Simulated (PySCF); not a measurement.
# C₆ coefficients of unlike pairs at PBE0

Calculated with PySCF 2.14 from the dipole response of each species, C₆(A,B) = (3/π) ∫ α_A(iu) α_B(iu) du, in atomic units, from isotropic polarisabilities. For ions this is the dispersion term alone; charge-induced terms of lower order in 1/R come first.

| species | configuration | basis | relativity | α (bohr³) | C₆ (like pair) |
| --- | --- | --- | --- | --- | --- |
| Sb⁺ | [Kr] 4d10 5s2 5p2 (3P) | aug-cc-pVTZ-DK3 (8s7p5d2f) | spin-free X2C | 25.22 | 202.2 |
| Xe³⁺ | [Kr] 4d10 5s2 5p3 (4S) | aug-cc-pwCVTZ-PP with ECP28MDF (8s7p6d4f1g) | core potential | 9.459 | 56.17 |
| In³⁺ | [Kr] 4d10 (1S) | x2c-TZVPPall with one added diffuse shell each of s, p, d, f type (9s7p5d3f) | spin-free X2C | 3.321 | 14.31 |
| He | 1s2 (1S) | aug-cc-pV5Z (6s5p4d3f2g) | none | 1.492 | 1.611 |

Q: Estimate C₆ for Xe³⁺ with Sb⁺.

A: The integral gives 101.4. The combination rule 2 C_A C_B / (C_A α_B/α_A + C_B α_A/α_B) gives 100.7 and the geometric mean 106.6.

No spin-orbit coupling is included.

The other pairs:

| pair | C₆ |
| --- | --- |
| In³⁺, Xe³⁺ | 26.92 |
| In³⁺, Sb⁺ | 44.07 |
| He, Sb⁺ | 16.87 |
| He, In³⁺ | 4.594 |
| He, Xe³⁺ | 9.490 |
